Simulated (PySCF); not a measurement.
C4H9KO, charge +1, doublet, at a GFN2-xTB geometry (such geometries of metal compounds can be far from the true shape) (a state made from the parent by changing its charge; the spin is typed, not shown lowest); M06/STO-3G in PySCF.

PySCF was given this input:
```python
from pyscf import gto, scf, dft

mol = gto.M(
    atom='''
K     1.17865806    1.52044927    1.52233295
O    -0.07021041    0.34670475    0.18173222
C    -0.44982916   -0.63310286   -0.61390364
C     0.58467577   -1.73806561   -0.79749522
C    -1.80765986   -1.23536986   -0.08292799
C    -0.86626122   -0.03344013   -2.01224332
H     0.21879920   -2.51530211   -1.46022741
H     0.82498563   -2.18539989    0.16721414
H     1.50078357   -1.32257558   -1.21777545
H    -1.59699646   -1.68279658    0.88533723
H    -2.16598743   -1.98523185   -0.77797481
H    -2.54376880   -0.44700386    0.03496130
H     0.03104959    0.39580950   -2.45120272
H    -1.61081285    0.74414666   -1.87705145
H    -1.25642553   -0.82394965   -2.64204347
''',
    basis='sto-3g',
    charge=1,
    spin=1,
    verbose=4,
)

mf = dft.UKS(mol)
mf.xc = 'm06'
mf.kernel()
mf.analyze()
```

Output, abridged:

```
PySCF version 2.14.0

[INPUT] verbose = 4
[INPUT] num. atoms = 15
[INPUT] num. electrons = 59
[INPUT] charge = 1
[INPUT] spin (= nelec alpha-beta = 2S) = 1
[INPUT] symmetry False subgroup None
[INPUT] Mole.unit = angstrom
[INPUT] Symbol           X                Y                Z      unit          X                Y                Z       unit  Magmom
[INPUT]  1 K      1.178658060000   1.520449270000   1.522332950000 AA    2.227340927911   2.873232706595   2.876792345901 Bohr   0.0
[INPUT]  2 O     -0.070210410000   0.346704750000   0.181732220000 AA   -0.132678445993   0.655177023586   0.343424123809 Bohr   0.0
[INPUT]  3 C     -0.449829160000  -0.633102860000  -0.613903640000 AA   -0.850053915243  -1.196391014079  -1.160109746474 Bohr   0.0
[INPUT]  4 C      0.584675770000  -1.738065610000  -0.797495220000 AA    1.104877076969  -3.284467989425  -1.507047551450 Bohr   0.0
[INPUT]  5 C     -1.807659860000  -1.235369860000  -0.082927990000 AA   -3.415982061770  -2.334510697942  -0.156711189161 Bohr   0.0
[INPUT]  6 C     -0.866261220000  -0.033440130000  -2.012243320000 AA   -1.636996458132  -0.063192687270  -3.802588770786 Bohr   0.0
[INPUT]  7 H      0.218799200000  -2.515302110000  -1.460227410000 AA    0.413470564274  -4.753232108441  -2.759429884483 Bohr   0.0
[INPUT]  8 H      0.824985630000  -2.185399890000   0.167214140000 AA    1.558996897402  -4.129807264755   0.315988928755 Bohr   0.0
[INPUT]  9 H      1.500783570000  -1.322575580000  -1.217775450000 AA    2.836069919547  -2.499305625238  -2.301262081719 Bohr   0.0
[INPUT] 10 H     -1.596996460000  -1.682796580000   0.885337230000 AA   -3.017885931300  -3.180024659555   1.673044892581 Bohr   0.0
[INPUT] 11 H     -2.165987430000  -1.985231850000  -0.777974810000 AA   -4.093123031951  -3.751544490264  -1.470159322711 Bohr   0.0
[INPUT] 12 H     -2.543768800000  -0.447003860000   0.034961300000 AA   -4.807026356214  -0.844714872023   0.066067281959 Bohr   0.0
[INPUT] 13 H      0.031049590000   0.395809500000  -2.451202720000 AA    0.058675221380   0.747971552501  -4.632101816589 Bohr   0.0
[INPUT] 14 H     -1.610812850000   0.744146660000  -1.877051450000 AA   -3.043995124430   1.406233383910  -3.547113162218 Bohr   0.0
[INPUT] 15 H     -1.256425530000  -0.823949650000  -2.642043470000 AA   -2.374300147612  -1.557039178931  -4.992738567496 Bohr   0.0

nuclear repulsion = 307.121389219487
number of shells = 31
number of NR pGTOs = 141
number of NR cGTOs = 47
basis = sto-3g
ecp = {}

******** <class 'pyscf.dft.uks.UKS'> ********
method = UKS
initial guess = minao
damping factor = 0
level_shift factor = 0
DIIS = <class 'pyscf.scf.diis.CDIIS'>
diis_start_cycle = 1
diis_space = 8
diis_damp = 0
SCF conv_tol = 1e-09
SCF conv_tol_grad = None
SCF max_cycles = 50
direct_scf = True
direct_scf_tol = 1e-13
number electrons alpha = 30  beta = 29
XC library pyscf.dft.libxc version 7.1.2
    S. Lehtola, C. Steigemann, M. J. T. Oliveira, and M. A. L. Marques,  SoftwareX 7, 1–5 (2018)
XC functionals = m06
    Y. Zhao and D. G. Truhlar,  Theor. Chem. Acc. 120, 215 (2008)
    Y. Zhao and D. G. Truhlar,  Theor. Chem. Acc. 120, 215 (2008)
radial grids:
    Treutler-Ahlrichs [JCP 102, 346 (1995); DOI:10.1063/1.469408] (M4) radial grids

becke partition: Becke, JCP 88, 2547 (1988); DOI:10.1063/1.454033
pruning grids: <function nwchem_prune>
grids dens level: 3
symmetrized grids: False
atomic radii adjust function: <function treutler_atomic_radii_adjust>
small_rho_cutoff = 0
Set gradient conv threshold to 3.16228e-05
tot grids = 178872
init E= -823.689581799242

cycle= 1 E= -823.280914302247  delta_E= 0.409  |g|= 0.478  |ddm|= 3.22
cycle= 2 E= -822.64751773409  delta_E= 0.633  |g|= 1.19  |ddm|=  2.2
cycle= 3 E= -823.47993600584  delta_E= -0.832  |g|= 0.17  |ddm|= 1.64
cycle= 4 E= -823.494775933988  delta_E= -0.0148  |g|= 0.0673  |ddm|= 0.208
cycle= 5 E= -823.497969610289  delta_E= -0.00319  |g|= 0.0254  |ddm|= 0.0954
cycle= 6 E= -823.498456511048  delta_E= -0.000487  |g|= 0.00632  |ddm|= 0.0467
cycle= 7 E= -823.498484154375  delta_E= -2.76e-05  |g|= 0.0011  |ddm|= 0.012
cycle= 8 E= -823.498485107357  delta_E= -9.53e-07  |g|= 0.000277  |ddm|= 0.00176
cycle= 9 E= -823.498485203268  delta_E= -9.59e-08  |g|= 7.43e-05  |ddm|= 0.000723
cycle= 10 E= -823.498485230652  delta_E= -2.74e-08  |g|= 4.81e-05  |ddm|= 0.000478
cycle= 11 E= -823.498485249713  delta_E= -1.91e-08  |g|= 3.84e-05  |ddm|= 0.000383
cycle= 12 E= -823.498485278342  delta_E= -2.86e-08  |g|= 3.4e-05  |ddm|= 0.000637
cycle= 13 E= -823.498485358638  delta_E= -8.03e-08  |g|= 2.22e-05  |ddm|= 0.00237
cycle= 14 E= -823.498485397167  delta_E= -3.85e-08  |g|= 1.4e-05  |ddm|= 0.00224
cycle= 15 E= -823.498485402786  delta_E= -5.62e-09  |g|= 1.83e-06  |ddm|= 0.00116
cycle= 16 E= -823.498485402808  delta_E= -2.18e-11  |g|= 7.15e-07  |ddm|= 6.09e-05
Extra cycle  E= -823.498485402804  delta_E= 4.09e-12  |g|= 4.83e-07  |ddm|= 2.04e-06
converged SCF energy = -823.498485402804  <S^2> = 0.75376996  2S+1 = 2.0037664
**** SCF Summaries ****
Total Energy =                        -823.498485402803908
Nuclear Repulsion Energy =             307.121389219487412
One-electron Energy =                -1730.179923278051547
Two-electron Energy =                  599.560048655760397
Two-electron Coulomb Energy =          666.303158701512075
DFT Exchange-Correlation Energy =      -66.743110045751678
**** MO energy ****
                             alpha | beta                alpha | beta
MO #1   energy= -128.674889698338  | -128.674913034322  occ= 1 | 1
MO #2   energy= -19.2079446710977  | -19.1951201783252  occ= 1 | 1
MO #3   energy= -13.1644721490424  | -13.1644717903776  occ= 1 | 1
MO #4   energy= -10.6165869883223  | -10.6165064796157  occ= 1 | 1
MO #5   energy= -10.6163376354103  | -10.6163534716472  occ= 1 | 1
MO #6   energy= -10.6151776370237  | -10.6152095269414  occ= 1 | 1
MO #7   energy= -10.3168626980057  | -10.3179589716532  occ= 1 | 1
MO #8   energy= -10.2309589458777  | -10.2292988899111  occ= 1 | 1
MO #9   energy= -10.2304969568288  | -10.2288614096982  occ= 1 | 1
MO #10  energy= -10.2140516240153  | -10.2140926549892  occ= 1 | 1
MO #11  energy= -1.54554521920977  | -1.54550231420958  occ= 1 | 1
MO #12  energy= -1.1966486094159   | -1.1435074923992   occ= 1 | 1
MO #13  energy= -0.929986475987761 | -0.926230846962741 occ= 1 | 1
MO #14  energy= -0.916387258805779 | -0.916166464475025 occ= 1 | 1
MO #15  energy= -0.915447863491636 | -0.915496042348279 occ= 1 | 1
MO #16  energy= -0.89106537241598  | -0.881777117931242 occ= 1 | 1
MO #17  energy= -0.816730539711954 | -0.815033792420377 occ= 1 | 1
MO #18  energy= -0.814922790801454 | -0.808433602874102 occ= 1 | 1
MO #19  energy= -0.664553915913901 | -0.649808795212172 occ= 1 | 1
MO #20  energy= -0.587384441304893 | -0.575494688682366 occ= 1 | 1
MO #21  energy= -0.587303277179719 | -0.572800100090405 occ= 1 | 1
MO #22  energy= -0.57820223642656  | -0.567876126191895 occ= 1 | 1
MO #23  energy= -0.525873868626575 | -0.521715957397803 occ= 1 | 1
MO #24  energy= -0.523939794320209 | -0.514709649266648 occ= 1 | 1
MO #25  energy= -0.504066273051634 | -0.489666625964655 occ= 1 | 1
MO #26  energy= -0.491003173911723 | -0.486528342114594 occ= 1 | 1
MO #27  energy= -0.483764088033639 | -0.473841516130897 occ= 1 | 1
MO #28  energy= -0.47938663037615  | -0.453478296109341 occ= 1 | 1
MO #29  energy= -0.388016687409219 | -0.337889821036373 occ= 1 | 1
MO #30  energy= -0.367943359021218 | -0.201099843396223 occ= 1 | 0
MO #31  energy= -0.093700135381931 | -0.0923468911984436 occ= 0 | 0
MO #32  energy= 0.0569711644397192 | 0.060061504007634  occ= 0 | 0
MO #33  energy= 0.058740539204116  | 0.0604370592290842 occ= 0 | 0
MO #34  energy= 0.126181238743225  | 0.130208571182079  occ= 0 | 0
MO #35  energy= 0.190935109474913  | 0.199811759512947  occ= 0 | 0
MO #36  energy= 0.213229025473441  | 0.218722337023879  occ= 0 | 0
MO #37  energy= 0.249822052379181  | 0.249757661602214  occ= 0 | 0
MO #38  energy= 0.274136011670342  | 0.278709568939384  occ= 0 | 0

To work with the spin densities directly, `use mulliken_meta_spin()` only printing them here.

 ** Mulliken spin pop alpha/beta on meta-lowdin orthogonal AOs **
 ** Mulliken Spin Density (per AO)  **
spin_pop of  0 K 1s       -0.00000
spin_pop of  0 K 2s        0.00000
spin_pop of  0 K 3s       -0.00001
spin_pop of  0 K 4s       -0.00850
spin_pop of  0 K 2px      -0.00000
spin_pop of  0 K 2py      -0.00000
spin_pop of  0 K 2pz       0.00000
spin_pop of  0 K 3px       0.00003
spin_pop of  0 K 3py       0.00004
spin_pop of  0 K 3pz       0.00009
spin_pop of  0 K 4px      -0.00099
spin_pop of  0 K 4py      -0.00091
spin_pop of  0 K 4pz       0.00179
spin_pop of  1 O 1s       -0.00000
spin_pop of  1 O 2s        0.00903
spin_pop of  1 O 2px       0.12559
spin_pop of  1 O 2py       0.21624
spin_pop of  1 O 2pz       0.51635
spin_pop of  2 C 1s        0.00000
spin_pop of  2 C 2s       -0.01174
spin_pop of  2 C 2px      -0.01089
spin_pop of  2 C 2py      -0.01485
spin_pop of  2 C 2pz      -0.01392
spin_pop of  3 C 1s       -0.00000
spin_pop of  3 C 2s       -0.00051
spin_pop of  3 C 2px      -0.00007
spin_pop of  3 C 2py       0.00010
spin_pop of  3 C 2pz      -0.00007
spin_pop of  4 C 1s        0.00000
spin_pop of  4 C 2s        0.01245
spin_pop of  4 C 2px       0.05884
spin_pop of  4 C 2py       0.02060
spin_pop of  4 C 2pz       0.01202
spin_pop of  5 C 1s        0.00000
spin_pop of  5 C 2s        0.01263
spin_pop of  5 C 2px       0.00936
spin_pop of  5 C 2py       0.01214
spin_pop of  5 C 2pz       0.07123
spin_pop of  6 H 1s       -0.00083
spin_pop of  7 H 1s        0.00074
spin_pop of  8 H 1s        0.00073
spin_pop of  9 H 1s       -0.00312
spin_pop of  10 H 1s       -0.00044
spin_pop of  11 H 1s       -0.00473
spin_pop of  12 H 1s       -0.00318
spin_pop of  13 H 1s       -0.00479
spin_pop of  14 H 1s       -0.00045
 ** Mulliken Spin Density (per atom)  **
spin density of  0 K =     -0.00846
spin density of  1 O =      0.86721
spin density of  2 C =     -0.05141
spin density of  3 C =     -0.00055
spin density of  4 C =      0.10391
spin density of  5 C =      0.10535
spin density of  6 H =     -0.00083
spin density of  7 H =      0.00074
spin density of  8 H =      0.00073
spin density of  9 H =     -0.00312
spin density of  10 H =     -0.00044
spin density of  11 H =     -0.00473
spin density of  12 H =     -0.00318
spin density of  13 H =     -0.00479
spin density of  14 H =     -0.00045
 ** Mulliken pop alpha/beta on meta-lowdin orthogonal AOs **
 ** Mulliken pop       alpha | beta **
In total            30.00000 | 29.00000
 ** Mulliken atomic charges   ( Nelec_alpha | Nelec_beta ) **
charge of  0K =      0.86399  (     9.06378      9.07224 )
charge of  1O =     -0.13438  (     4.50080      3.63358 )
charge of  2C =      0.11685  (     2.91587      2.96728 )
charge of  3C =     -0.16417  (     3.08181      3.08236 )
charge of  4C =     -0.12973  (     3.11682      3.01291 )
charge of  5C =     -0.12932  (     3.11734      3.01198 )
charge of  6H =      0.07068  (     0.46425      0.46508 )
charge of  7H =      0.05374  (     0.47350      0.47276 )
charge of  8H =      0.05381  (     0.47346      0.47273 )
charge of  9H =      0.05856  (     0.46916      0.47228 )
charge of  10H =      0.07579  (     0.46188      0.46232 )
charge of  11H =      0.06471  (     0.46528      0.47001 )
charge of  12H =      0.05869  (     0.46907      0.47225 )
charge of  13H =      0.06490  (     0.46515      0.46995 )
charge of  14H =      0.07590  (     0.46182      0.46228 )

WARN: System has nonzero charge 1; the dipole moment is origin-dependent.
Location of origin: [0. 0. 0.]

Dipole moment(X, Y, Z, Debye):  3.70197,  4.76544,  4.76849
```
